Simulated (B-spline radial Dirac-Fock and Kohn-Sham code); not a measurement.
Ionisation of each subshell: Os⁶²⁺

System: osmium as Os⁶²⁺, [Ne] 3s2 3p2; nuclear rms radius 5.4126 fm (A = 192).

The computed values come from a B-spline atomic structure program: Dirac-Fock (average of configuration) total-energy differences with a finite nucleus, the Breit interaction including its frequency dependence, and self-energy and vacuum-polarisation corrections. The model has no electron correlation. Energies are counted from the vacuum level.

All terms are in eV, carry their sign (relaxation lowers the binding energy) and add up to the binding energy; ⟨r⟩ is the mean radius of the orbital in the initial state.

```tsv
subshell	−ε (Koopmans)	relaxation	Breit	self-energy	vacuum polarisation	binding energy	⟨r⟩ (bohr)
1s	79508.1	-29.62	-246.95	-163.85	31.98	79099.7	0.018
2s	17987.6	-5.24	-28.01	-24.66	4.51	17934.2	0.073
2p1/2	17456.5	-7.73	-45.80	-0.56	0.23	17402.6	0.061
2p3/2	15881.2	-6.00	-26.61	-2.09	-0.15	15846.4	0.068
3s	7233.6	-0.51	-6.90	-6.74	1.19	7220.7	0.178
3p	6783.1	-0.54	-7.92	-0.62	0.00	6774.1	0.179
```

For the deepest level, K (1s), the Breit terms make up -0.312 % of the binding energy, QED -0.167 % and orbital relaxation -0.037 %.

Spin-orbit splittings: 2p 1556.2 eV.

Going to the tabulated ground configuration of the next ion removes an electron from M2,3 (3p), computed at 6774.1 eV. NIST lists 7039 ± 15 eV as the ionisation energy of this species (theoretical), +264.93 eV from the computed value. Where a p, d or f shell is open in either ion the computed value averages over both j values and all terms, while the table refers to the lowest levels; that difference holds spin-orbit splitting (largest in heavy or highly charged ions), term energies where several electrons share open shells, and correlation, and it can reach 10 % or more.
